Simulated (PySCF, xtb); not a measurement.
HTe, SMILES [TeH], multiplicity 2.

Coordinates come from a PBE0-D3(BJ)/def2-TZVPD optimisation. The def2 effective core potentials stand for the cores of Te; spin–orbit coupling is left out.

Level of theory: C-PCM-ωB97X/def2-TZVPD run with PySCF.

The values are the electrostatic part of the solvation free energy, E(continuum) − E(gas) at the gas-phase geometry, in a cavity of scaled van der Waals radii (PySCF's table); cavitation and dispersion terms are not included. The dipole moment in vacuum is 0.12 D.

| solvent | ε | ΔG(elec) (kcal/mol) | dipole (D) |
|---|---|---|---|
| water | 78.36 | -1.4 | 0.27 |
| dimethylsulfoxide | 46.83 | -1.4 | 0.27 |
| diethylether | 4.24 | -1.0 | 0.23 |

For comparison, GFN2-xTB/ALPB(water) (xtb, at the GFN2-xTB geometry, all terms of that model) gives -1.1 kcal/mol.
